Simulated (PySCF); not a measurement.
**Curvature of the energy in the electron number along the third row, charge +1**

Calculated with PySCF 2.14, in def2-TZVPPD, non-relativistic: one orbital is emptied in steps, and each cell gives the departure of E from the straight line at half an electron, in eV (from a cubic fit). The exact functional gives zero.

```tsv
species	orbital	LDA	PBE	r2SCAN	PBE0	BHandHLYP	LC-wPBE	UHF
Al⁺	3s beta	-0.99	-1.00	-0.81	-0.73	-0.55	-0.09	0.05
Si⁺	3p alpha	-1.08	-1.05	-0.97	-0.77	-0.51	-0.10	0.09
P⁺	3p alpha	-1.24	-1.20	-1.11	-0.87	-0.55	-0.16	0.14
S⁺	3p alpha	-1.39	-1.35	-1.23	-0.97	-0.60	-0.24	0.18
Cl⁺	3p beta	-1.41	-1.36	-1.24	-0.96	-0.61	-0.23	0.25
Ar⁺	3p beta	-1.56	-1.51	-1.39	-1.06	-0.64	-0.32	0.30
```

Problem. How does the mean departure depend on the functional?

Solution. LDA -1.28 eV; PBE -1.24 eV; r2SCAN -1.13 eV; PBE0 -0.89 eV; BHandHLYP -0.58 eV; LC-wPBE -0.19 eV; UHF 0.17 eV. Semilocal functionals are convex (delocalisation error), Hartree-Fock is concave or straight, and exact exchange removes curvature roughly in proportion to its share, so among the functionals the range-separated hybrids usually come closest to zero.
